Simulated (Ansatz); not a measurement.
System: MgF, net charge 1, singlet state. 
Geometry from a B3LYP-D3(BJ)/def2-TZVP (Ansatz, a first-principles code) optimisation:
```
Mg
F 1 1.7060
```
Charge +1, spin multiplicity 1.

Parts of the frozen-core correlation energy in def2-SVP (Ansatz, hartree). Frozen orbitals: 6; correlated occupied orbitals by spin: 4 and 4; virtual: 22 and 22. No spin-orbit coupling. No relativistic terms.

| term | value |
|---|---|
| reference (HF) | -298.66060 |
| MP2 opposite-spin | -0.15002 |
| MP2 same-spin | -0.05803 |
| CCSD correlation | -0.20798 |
| (T) | -0.00304 |
| CCSDT minus CCSD(T) | -0.00021 |
| CCSDT(Q) minus CCSD(T) | -0.00077 |
| T1 diagnostic | 0.022 |
| largest doubles amplitude | 0.038 |
